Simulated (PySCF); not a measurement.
CH2F, SMILES [CH2]F, multiplicity 2.

The structure is a stationary point at PBE0-D3(BJ)/def2-TZVPD. The isomer is the one that the SMILES or the coordinates give; other isomers of the formula were not compared.

The numbers are results of PySCF with M06-2X/def2-TZVPD, not measurements.

Gas-phase values at a fixed geometry.

```yaml
total_energy: -139.07393 hartree
point_group: Cs
"α spin, highest occupied and lowest empty level": -7.66 and 0.72 eV
"β spin, highest occupied and lowest empty level": -12.26 and -0.66 eV
dipole_moment: 1.36 D
quadrupole, principal values (traceless, Buckingham form, about the centre of nuclear charge): -1.69, 0.12, 1.58 D·Å
mean_static_polarisability: 16.1 bohr³ (2.39 Å³)
polarisability_principal_values: 15.4, 15.9, 17.1 bohr³
"⟨S²⟩": 0.755 (pure state 0.75)
```
